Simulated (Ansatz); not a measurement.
The same ligand exchange along the group O, S, Se.

Gas-phase electronic energies from Ansatz, PBE0-D4/def2-TZVP geometries. CCSD(T)/CBS adds triple-zeta CCSD(T) − MP2 to the extrapolated MP2 energy (def2 sets, frozen cores). Small cases extrapolate CCSD(T) itself. Functionals use def2-TZVPP. B3LYP here is the variant with VWN-RPA as its local correlation; programs differ in this. For Se outer-core shells are correlated without core-valence functions, which leaves a few kJ/mol of doubt a bond. Scalar relativity is left out up to krypton. One conformer a species, not always the lowest.

```tsv
reaction	CCSD(T)/CBS(def2) (kJ/mol)
`NBO` + H₂O → hydrogen peroxide + `BN`	?
`NBS` + H₂S → `SS` + `BN`	109
`NB[SeH]` + H₂Se → `[SeH][SeH]` + `BN`	63
```

Problem. Fill in the missing values. (An estimate is asked.)

Solution. Ansatz gave: `NBO` + H₂O → hydrogen peroxide + `BN`: +463.1 kJ/mol.

Largest T1 diagnostic: 0.012, for `BN`.

Extrapolated directly: `NBO` + H₂O → hydrogen peroxide + `BN`.
